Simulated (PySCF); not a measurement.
Cl2HOTi, SMILES [Cl][Ti]([OH])[Cl] (connectivity only; charge and spin as stated), neutral, multiplicity 2.

Coordinates come from a PBE0-D3(BJ)/def2-SVP optimisation. The spin state was assumed, not searched. The isomer is the one that the SMILES or the coordinates give; other isomers of the formula were not compared. The values are those of a single conformer.

These are PBE0/def2-TZVPD (PySCF) values and carry that method's errors.

Computed frontier levels, dipole moment and polarisability:
```
Property                                                                                                         Value
---------------------------------------------------------------------------------------------  -----------------------
α spin, highest occupied and lowest empty level                                                     -7.04 and -2.62 eV
β spin, highest occupied and lowest empty level                                                     -9.14 and -2.23 eV
dipole moment                                                                                                   3.08 D
quadrupole, principal values (traceless, Buckingham form, about the centre of nuclear charge)   -10.73, 1.60, 9.13 D·Å
mean static polarisability                                                                       67.5 bohr³ (10.00 Å³)
polarisability, principal values                                                                52.1, 70.5, 79.8 bohr³
⟨S²⟩                                                                                           0.754 (pure state 0.75)
```
